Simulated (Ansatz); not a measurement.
The cluster CdO₂. The state is a singlet with charge 0. Geometry r2SCAN-D4/def2-TZVP.

```csv
atom,x (Å),y (Å),z (Å)
Cd1,-0.001,0.001,0.000
O2,-0.242,-0.455,1.826
O3,0.243,0.454,-1.826
```

In the def2 sets Cd takes a core potential; there is no spin–orbit coupling. At PBE-D4/def2-TZVP, r2SCAN-D4/def2-TZVP an occupied level of the charge 0 singlet lies above an empty one (by up to 0.75 eV), so this SCF solution is probably not the lowest. The geometry of the singlet was relaxed on an unsound state (an occupied level 0.39 eV above an empty one). Another isomer (triplet) lies 4.30 eV lower at PBE0-D4/def2-TZVP; other spin states weren't run for this one.

(1) Estimate the orbital energies around the gap (eV) in Ansatz with PBE-D4/def2-TZVP, r2SCAN-D4/def2-TZVP, PBE0-D4/def2-TZVP, CAM-B3LYP-D4/def2-TZVP, ωB97M-V/def2-TZVP.

## Answers

(1) 
| orbital | PBE-D4/def2-TZVP | r2SCAN-D4/def2-TZVP | PBE0-D4/def2-TZVP | CAM-B3LYP-D4/def2-TZVP | ωB97M-V/def2-TZVP |
| --- | --- | --- | --- | --- | --- |
| HOMO−9 | -14.40 | -14.83 | -16.48 | -18.09 | -19.17 |
| HOMO−8 | -14.20 | -14.69 | -16.44 | -18.08 | -19.16 |
| HOMO−7 | -14.15 | -14.61 | -16.39 | -18.00 | -19.09 |
| HOMO−6 | -13.97 | -14.48 | -16.26 | -17.86 | -18.95 |
| HOMO−5 | -13.95 | -14.46 | -16.23 | -17.83 | -18.91 |
| HOMO−4 | -8.74 | -8.98 | -10.20 | -11.81 | -12.73 |
| HOMO−3 | -8.33 | -8.60 | -9.87 | -11.39 | -12.30 |
| HOMO−2 | -8.29 | -8.38 | -9.45 | -11.10 | -12.08 |
| HOMO−1 | -7.59 | -7.98 | -8.73 | -10.34 | -11.30 |
| HOMO | -6.87 | -7.25 | -8.71 | -9.66 | -10.16 |
| LUMO | -7.62 | -7.64 | -6.91 | -6.16 | -5.21 |
| LUMO+1 | -2.33 | -2.07 | -1.49 | -0.68 | 0.17 |
| LUMO+2 | -1.03 | -0.63 | -0.23 | 0.49 | 1.12 |
| LUMO+3 | -0.81 | -0.42 | -0.13 | 0.52 | 1.16 |
| LUMO+4 | 1.34 | 2.05 | 2.01 | 2.61 | 3.09 |
| LUMO+5 | 3.07 | 3.77 | 3.99 | 4.75 | 5.39 |
